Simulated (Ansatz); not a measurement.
Geometry optimisation, RKS PBE-D4/def2-SVP (Ansatz).

The input (input.yaml):

```yaml
crystal:
  periodic: [false, false, false]
  atoms:
    - { symbol: "N", position_ang: [-1.112, 1.7485, 0.027] }
    - { symbol: Si, position_ang: [-0.3798, 0.6042, 0.9466] }
    - { symbol: C, position_ang: [1.0772, -0.178, 0.1945] }
    - { symbol: F, position_ang: [1.9558, 0.7631, -0.4281] }
    - { symbol: Si, position_ang: [0.5441, -1.4474, -1.0174] }
    - { symbol: H, position_ang: [-1.6117, 1.3958, -0.7982] }
    - { symbol: H, position_ang: [-1.8738, 2.2265, 0.5677] }
    - { symbol: H, position_ang: [-0.09764, 1.97702, 0.00588] }
    - { symbol: H, position_ang: [-0.0215, 1.3126, 2.2511] }
    - { symbol: H, position_ang: [1.737, -0.6377, 1.0033] }
    - { symbol: H, position_ang: [-0.3619, -0.8829, -2.0312] }
    - { symbol: H, position_ang: [1.7131, -2.083, -1.6626] }
    - { symbol: H, position_ang: [-0.251, -2.5077, -0.3343] }
basis:
  gaussian: { orbitals: def2-SVP }
hamiltonian:
  xc: pbe
  dispersion: d4
relax:
  f_tol: 0.02
  max_steps: 50
output:
  orbitals: {}
```

Command:

```bash
$ ansatz run input.yaml --threads 2 --pin off --max-ram 3072MiB --backend cpu --events-out ev --progress --plain --runs-dir out
```

Task: Where does it end, and by what steps?

Result: The run converged. After 10 steps the energy has fallen by 3.720 eV; Si2 moved furthest, 0.64 Å. The start is strongly strained (largest force component 9 eV/Å).

```tsv
step	energy less start (eV)	largest force component (eV/Å)	accepted
0	0.0000	8.925	yes
1	-1.9353	5.219	yes
2	-3.0353	2.017	yes
3	-3.4583	1.000	yes
4	-3.6678	0.318	yes
5	-3.6873	0.290	yes
6	-3.7139	0.200	yes
7	-3.7188	0.100	yes
8	-3.7198	0.077	yes
9	-3.7201	0.055	yes
10	-3.7204	0.015	yes
```

```xyz
13
Properties=species:S:1:pos:R:3
N -1.003 1.658 -0.026
Si -0.631 0.295 1.449
C 0.949 -0.235 0.391
F 1.607 0.895 -0.238
Si 0.526 -1.447 -1.014
H -1.574 1.280 -0.794
H -1.458 2.509 0.327
H -0.064 1.898 -0.399
H 0.121 1.424 2.191
H 1.684 -0.702 1.087
H -0.543 -0.818 -1.880
H 1.711 -1.723 -1.901
H -0.006 -2.742 -0.467
```

Run time: 27 s on 2 threads of Arm Neoverse V2, with other jobs on the host, peak memory 0.16 GiB.
